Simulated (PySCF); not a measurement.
Species: C7H10O.
SMILES with atom numbers: `[CH3:1][CH2:2][CH2:3][c:4]1[cH:5][cH:6][o:7][cH:8]1` (hydrogens: H9, H10, H11 on C1; H12, H13 on C2; H14, H15 on C3; H16 on C5; H17 on C6; H18 on C8)

A linear-response calculation (PySCF, def2-SVPD basis, gas phase, vertical, core orbitals frozen in the response) gave these numbers; the functional is withheld.

Orbital energies (eV): HOMO-3 -10.87, HOMO-2 -10.70, HOMO-1 -9.06, HOMO -7.81, LUMO 1.32, LUMO+1 1.41, LUMO+2 1.87.

| state | E (eV) | f | main configurations (H = HOMO, L = LUMO) |
| --- | --- | --- | --- |
| S1 | 6.20 | 0.139 | H→L (66%), H→L+1 (29%) |
| S2 | 6.48 | 0.0027 | H→L+1 (54%), H→L (19%), H→L+2 (19%) |
| S3 | 6.82 | 0.0045 | H-1→L (26%), H→L+2 (22%), H-1→L+1 (14%) |
| S4 | 7.07 | 0.032 | H→L+3 (48%), H→L+2 (16%), H-1→L (11%) |
| S5 | 7.25 | 0.036 | H→L+2 (32%), H→L+3 (20%), H→L+6 (11%) |
| S6 | 7.57 | 0.040 | H→L+4 (44%), H-1→L+1 (10%), H→L+8 (8%) |

Triplets (Tamm–Dancoff): T1 4.04 eV, H→L (63%), H→L+1 (23%); T2 5.25 eV, H-1→L (36%), H-1→L+1 (14%), H→L+7 (10%); T3 6.24 eV, H-1→L (25%), H-1→L+1 (12%), H→L+7 (11%); T4 6.42 eV, H→L+1 (49%), H→L+2 (28%), H→L (14%).

Vertical ionisation energy by ΔSCF with the same functional: 8.56 eV. Mean static polarisability: 83.0 au.

Question: Name the functional.
A. CAM-B3LYP
B. B3LYP
C. PBE
D. HF

Answer: A. CAM-B3LYP is range-separated, 19% exact exchange at short range and 65% at long range (ω = 0.33 bohr⁻¹). In this run −ε(HOMO) = 7.81 eV differs from the ΔSCF value by -0.75 eV, and S1 differs from the orbital gap of 9.13 eV by -2.93 eV. The ratio −ε(HOMO)/IP is 0.91. Small neutral molecules mostly give 0.85 to 0.93 with CAM-B3LYP, 0.5 to 0.7 with PBE, 0.67 to 0.83 with B3LYP; Hartree–Fock can't fall below 1, since the ion's relaxation only lowers the ΔSCF value. The other options: PBE, a GGA without exact exchange; HF, time-dependent Hartree–Fock, 100% exact exchange; B3LYP, a global hybrid with 20% exact exchange.

The calculation used TDDFT CAM-B3LYP/def2-SVPD, vertical, gas phase, core orbitals frozen in the response in PySCF. Isolated species at its PBE0-D3(BJ)/def2-SVP geometry (one conformer only).

Time: 2.0 min. Hardware: Arm Neoverse V1, one thread, on a shared host.

Conformer computed: `[CH3:1][CH2:2][CH2:3][c:4]1[cH:5][cH:6][o:7][cH:8]1`: C1–C2–C3–C4 -62°, C2–C3–C4–C5 -64°.
